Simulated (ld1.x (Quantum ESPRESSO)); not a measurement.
# Scattering properties, TM potential for V

```
Element                 : vanadium
Generator               : ld1.x (Quantum ESPRESSO) 7.5
Type                    : norm-conserving Troullier–Martins (Kleinman–Bylander form)
Functional              : PBEsol
Relativity              : scalar-relativistic
Frozen core             : [Ar]
Valence charge          : 5
Reference configuration : 3d3 4s2 4p0
Partial waves           : 4p (bound, empty): rc 2.65 bohr; 3d (bound): rc 2.00 bohr; 4s (bound): rc 2.60 bohr
Local potential         : the s channel
Core correction         : none
```

The phase is arctan(r·u′/u) with u = r·R(r), unwrapped; energies in Ry, scanned from -2 to 5 Ry. A pole is an energy at which the radial function vanishes at the test radius. The pseudo phase is shifted by a multiple of π to meet the all-electron one at the reference energy, and phase errors are pseudo minus all-electron; the curves can meet again beyond the range given. Levels narrower than the energy grid can be missing from the lists of poles.

```
channel  radius (bohr)  reference energy (Ry)  poles, all-electron  poles, pseudo  unbroken range about the reference energy with phases within 0.05 rad  phase error 1 Ry above the reference energy (rad)
      s           2.92                  -0.35                 1.25           1.16                                                              below 2.1                                             -0.009
      p           2.92                  -0.10                 2.07           1.98                                                              below 4.7                                             -0.012
      d           2.92                  -0.38          -0.24, 3.45    -0.23, 4.91                                                              below 0.4                                             +0.085
```

Phases in the d channel:

```csv
E (Ry),all-electron,pseudo
-2.00,1.329,1.331
-1.76,1.312,1.315
-1.52,1.290,1.294
-1.28,1.260,1.266
-1.04,1.213,1.221
-0.80,1.121,1.132
-0.56,0.757,0.778
-0.32,-1.381,-1.377
-0.08,-1.729,-1.713
0.16,-1.848,-1.819
0.40,-1.946,-1.896
0.64,-2.067,-1.977
0.88,-2.257,-2.083
1.12,-2.612,-2.239
1.36,-3.246,-2.499
1.60,-3.869,-2.938
1.84,-4.212,-3.503
2.08,-4.391,-3.937
2.32,-4.497,-4.191
2.56,-4.568,-4.341
2.80,-4.619,-4.437
3.04,-4.659,-4.503
3.28,-4.692,-4.552
3.52,-4.721,-4.589
3.76,-4.747,-4.619
4.00,-4.774,-4.644
4.24,-4.800,-4.665
4.48,-4.829,-4.683
4.72,-4.862,-4.700
4.96,-4.903,-4.715
```
